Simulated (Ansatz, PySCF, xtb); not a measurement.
Gas-phase reaction R1 → P1, each structure at its B3LYP-D3(BJ)/def2-TZVP stationary point, reached from a drawn start; harmonic modes at that level show minima.
R1, CHN (SMILES [C-]#[NH+]) (charge 0, multiplicity 1, Z-matrix in Å and degrees):
```
N
C 1 1.1640
H 1 0.9975 2 180.00
```
P1, CHN (SMILES C#N) (charge 0, multiplicity 1):
```xyz
3

C      0.02026     0.00608    -0.01591
N     -0.85636    -0.25693     0.67404
H      0.83610     0.25085    -0.65813
```

```json
[
 {"level": "GFN2-xTB", "reaction energy (kJ/mol)": "-83.4", "minus CCSD(T)/cc-pVQZ": "-21.6"},
 {"level": "SVWN5/def2-TZVPP", "reaction energy (kJ/mol)": "-58.3", "minus CCSD(T)/cc-pVQZ": "3.5"},
 {"level": "BLYP-D3(BJ)/def2-TZVPP", "reaction energy (kJ/mol)": "-61.7", "minus CCSD(T)/cc-pVQZ": "0.0"},
 {"level": "revPBE/def2-TZVPP", "reaction energy (kJ/mol)": "-62.8", "minus CCSD(T)/cc-pVQZ": "-1.0"},
 {"level": "revPBE-D4/def2-TZVPP", "reaction energy (kJ/mol)": "-62.4", "minus CCSD(T)/cc-pVQZ": "-0.6"},
 {"level": "r2SCAN/def2-TZVPP", "reaction energy (kJ/mol)": "-60.2", "minus CCSD(T)/cc-pVQZ": "1.6"},
 {"level": "r2SCAN-D3(BJ)/def2-TZVPP", "reaction energy (kJ/mol)": "-60.2", "minus CCSD(T)/cc-pVQZ": "1.6"},
 {"level": "B3LYP/def2-TZVPP", "reaction energy (kJ/mol)": "-58.2", "minus CCSD(T)/cc-pVQZ": "3.6"},
 {"level": "B3LYP-D3(BJ)/def2-TZVPP", "reaction energy (kJ/mol)": "-57.8", "minus CCSD(T)/cc-pVQZ": "4.0"},
 {"level": "BHLYP-D3(BJ)/def2-TZVPP", "reaction energy (kJ/mol)": "-51.8", "minus CCSD(T)/cc-pVQZ": "9.9"},
 {"level": "CAM-B3LYP/def2-TZVPP", "reaction energy (kJ/mol)": "-55.0", "minus CCSD(T)/cc-pVQZ": "6.8"},
 {"level": "CAM-B3LYP-D3(BJ)/def2-TZVPP", "reaction energy (kJ/mol)": "-54.9", "minus CCSD(T)/cc-pVQZ": "6.9"},
 {"level": "B2PLYP/def2-TZVPP", "reaction energy (kJ/mol)": "-64.0", "minus CCSD(T)/cc-pVQZ": "-2.2"},
 {"level": "B2PLYP-D3(BJ)/def2-TZVPP", "reaction energy (kJ/mol)": "-63.8", "minus CCSD(T)/cc-pVQZ": "-2.0"},
 {"level": "B2PLYP-D4/def2-TZVPP", "reaction energy (kJ/mol)": "-63.9", "minus CCSD(T)/cc-pVQZ": "-2.1"},
 {"level": "MP2/cc-pVDZ", "reaction energy (kJ/mol)": "-77.1", "minus CCSD(T)/cc-pVQZ": "-15.3"},
 {"level": "SCS-MP2/cc-pVQZ", "reaction energy (kJ/mol)": "-71.1", "minus CCSD(T)/cc-pVQZ": "-9.3"},
 {"level": "CCSD/cc-pVDZ", "reaction energy (kJ/mol)": "-64.1", "minus CCSD(T)/cc-pVQZ": "-2.3"},
 {"level": "CCSD/cc-pVQZ", "reaction energy (kJ/mol)": "-60.4", "minus CCSD(T)/cc-pVQZ": "1.4"},
 {"level": "CCSD(T)/cc-pVQZ", "reaction energy (kJ/mol)": "-61.8", "minus CCSD(T)/cc-pVQZ": "0.0"}
]
```

 The comparison column counts from a level with limits of its own.

P less R. No zero-point or thermal terms.

Frozen-core correlation throughout.

Programs: Ansatz (a first-principles code) with Gaussian orbitals; PySCF for the D3/D4 terms; xtb for the GFN methods. Each number belongs to the level named beside it.
